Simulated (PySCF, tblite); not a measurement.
Isomers of C7H13NSi2, one GFN2-xTB conformer each. Single-point energies are computed at PBE0/pcSseg-1 (PySCF, gas phase, no added dispersion term), electronic only.

**Question.** Rank them by PBE0/pcSseg-1 energy, lowest first (kcal/mol).
A. `[SiH3:1][CH2:2][CH2:3][SiH2:4][c:5]1[cH:6][cH:7][cH:8][cH:9][n:10]1` with Si1–C2–C3–Si4 178°, C2–C3–Si4–C5 -173°, C3–Si4–C5–C6 -179°
B. `[CH3:1][C:2]#[C:3][CH2:4][CH2:5][CH2:6][SiH2:7][SiH2:8][C:9]#[N:10]` with C3–C4–C5–C6 65°, C4–C5–C6–Si7 -167°, C5–C6–Si7–Si8 64°, C6–Si7–Si8–C9 42°
C. `[SiH3:1][CH2:2][CH2:3][SiH2:4][c:5]1[cH:6][cH:7][n:8][cH:9][cH:10]1` with Si1–C2–C3–Si4 179°, C2–C3–Si4–C5 177°, C3–Si4–C5–C6 167°
D. `[N:1]#[C:2][CH2:3][CH2:4][C@@H:5]1[CH2:6][SiH2:7][CH:8]=[C:9]1[SiH3:10]` with C2–C3–C4–C5 179°, C3–C4–C5–C6 66°, C4–C5–C6–Si7 -108°, C5–C6–Si7–C8 -12°, C6–Si7–C8–C9 6°, C4–C5–C9–C8 112°
E. `[CH:1]#[C:2][SiH2:3][Si@H:4]1[CH2:5][C@@H:6](/[CH:7]=[N:8]/[CH3:9])[CH2:10]1` with C2–Si3–Si4–C5 137°, C5–C6–C7–N8 57°, Si3–Si4–C5–C6 94°, Si4–C5–C6–C7 -93°, C5–C6–C10–Si4 -22°, Si3–Si4–C10–C6 -94°

**Answer.** C (0.0), A (0.4), D (17.5), B (37.7), E (57.5).

As drawn, the lowest has an aromatic ring, which the highest lacks; the highest has a four-membered ring, a C≡C bond and a C=N bond, which the lowest lacks. Neighbours under 2.5 kcal/mol apart ([SiH3]CC[SiH2]c1ccncc1 and [SiH3]CC[SiH2]c1ccccn1) can change places with a better method, another conformer or zero-point energy. GFN2-xTB itself gives, in the same order: 0.0, 0.4, 21.5, 56.4, 63.3. Both levels put the same isomer lowest; measured from each level's own lowest isomer, the values differ by up to 18.7 kcal/mol (CC#CCCC[SiH2][SiH2]C#N: 56.4 against 37.7).

**Question.** Which frontier levels, dipoles and rotational constants go with these structures?

**Answer.** 
| SMILES | HOMO (eV, PBE0/pcSseg-1) | LUMO (eV) | dipole (D) | A, B, C (MHz) |
| --- | --- | --- | --- | --- |
| [SiH3]CC[SiH2]c1ccncc1 | -7.31 | -1.08 | 2.11 | 2950, 341.8, 310.4 |
| [SiH3]CC[SiH2]c1ccccn1 | -7.14 | -0.92 | 2.38 | 2810, 359.8, 322.7 |
| N#CCC[C@@H]1C[SiH2]C=C1[SiH3] | -7.92 | -1.02 | 4.30 | 1082, 724.4, 515.5 |
| CC#CCCC[SiH2][SiH2]C#N | -7.09 | -0.71 | 3.32 | 1044, 679.9, 454.2 |
| C#C[SiH2][Si@H]1C[C@@H](/C=N/C)C1 | -7.27 | -0.63 | 2.82 | 1496, 674.1, 512.0 |

**Question.** What happens when harmonic zero-point energies from GFN2-xTB frequencies are added?

**Answer.** 
```tsv
SMILES	ZPE (kcal/mol)	electronic (kcal/mol)	with ZPE (kcal/mol)
[SiH3]CC[SiH2]c1ccncc1	107.3	0.0	0.0
[SiH3]CC[SiH2]c1ccccn1	107.1	0.4	0.2
N#CCC[C@@H]1C[SiH2]C=C1[SiH3]	107.7	17.5	17.9
CC#CCCC[SiH2][SiH2]C#N	107.2	37.7	37.6
C#C[SiH2][Si@H]1C[C@@H](/C=N/C)C1	108.6	57.5	58.7
```

The zero-point energies span 1.5 kcal/mol. The order is unchanged.

**Question.** As an exercise, what shares would exp(−E/RT) give at 298.15 K from these electronic energies alone (no entropy, no degeneracies)?

**Answer.** RT = 0.592 kcal/mol: [SiH3]CC[SiH2]c1ccncc1 68.1 %, [SiH3]CC[SiH2]c1ccccn1 31.9 %, N#CCC[C@@H]1C[SiH2]C=C1[SiH3] under 0.1 %, CC#CCCC[SiH2][SiH2]C#N under 0.1 %, C#C[SiH2][Si@H]1C[C@@H](/C=N/C)C1 under 0.1 %.
